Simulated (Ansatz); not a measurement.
Consider the formal exchange of groups at the Si–S bond: `F[SiH](Cl)S[SiH2]Cl` + `CCCC` → `CCC[SiH2]Cl` + `CS[SiH](F)Cl`.

Gas-phase electronic energies from Ansatz, PBE0-D4/def2-TZVP geometries. CCSD(T)/CBS adds triple-zeta CCSD(T) − MP2 to the extrapolated MP2 energy (def2 sets, frozen cores). DFT in def2-TZVPP. B3LYP here is the variant with VWN-RPA as its local correlation; programs differ in this. Each species was taken in one conformer, which may not be the lowest.

```json
{"level": "PBE0-D4", "ΔE (kcal/mol)": "17.4"}
{"level": "B3LYP-D4", "ΔE (kcal/mol)": "17.0"}
{"level": "ωB97M-V", "ΔE (kcal/mol)": "16.8"}
{"level": "r2SCAN", "ΔE (kcal/mol)": "17.3"}
{"level": "B3LYP", "ΔE (kcal/mol)": "16.1"}
{"level": "HF/def2-TZVPP", "ΔE (kcal/mol)": "17.2"}
{"level": "SCS-MP2/def2-TZVPP", "ΔE (kcal/mol)": "17.3"}
{"level": "HF/CBS(def2)", "ΔE (kcal/mol)": "17.1"}
```

(1) What does CCSD(T)/CBS give? (An estimate is asked.)

Largest T1 diagnostic among the species: 0.011.

Results:

(1) Ansatz gave: +17.2 kcal/mol. The listed levels differ from it by 0.2, -0.2, -0.4, 0.1, -1.1, 0.0, 0.1, -0.1 kcal/mol.

The D4 term adds +0.9 kcal/mol with B3LYP and +0.5 kcal/mol with PBE0; it sums over pairs of atoms, weighted by their polarisabilities, and B3LYP, whose exchange is more repulsive, gets the larger term.
